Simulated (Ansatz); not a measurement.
Cu₅⁺, relaxed as a singlet with RKS PBE-D4/def2-SVP in Ansatz, starting from the GFN2-xTB geometry. Force threshold 0.02 eV/Å.

The structure comes from a short search, and lower isomers may exist.

Start:

```csv
atom,x (Å),y (Å),z (Å)
Cu1,1.2225,-2.1826,0.1980
Cu2,-0.9996,1.6405,-1.6185
Cu3,-2.3236,0.9656,0.0889
Cu4,2.1009,-0.4235,1.3271
Cu5,-0.0002,0.0000,0.0045
```

Question: Estimate the energy that the relaxation releases and the steps that it takes.

Answer: 16.9 kJ/mol, in 3 steps; 5.5 s on 4 threads of Arm Neoverse V2 on a shared host. No frequencies were taken in this run, so the end may be a saddle point.

Question: Does the start keep its bonding and symmetry?

Answer: By distances, no bond broke or formed. The bond that changes most is Cu4–Cu5, from 2.52 to 2.37 Å (atoms count from 1). The end is the same structure that another start reached, the lowest one found. Point group D2 at the start, D2 at the end, both within 0.05 Å.

Question: Predict the relaxed structure.

Answer: 
```tsv
atom	x (Å)	y (Å)	z (Å)
Cu1	1.1011	-2.0903	0.1381
Cu2	-0.8742	1.5435	-1.5671
Cu3	-2.1992	0.8687	0.1525
Cu4	1.9726	-0.3236	1.2729
Cu5	-0.0003	0.0017	0.0035
```
Bond lengths (bridged metal pairs left out): 6 × Cu–Cu 2.27 to 2.37 Å.
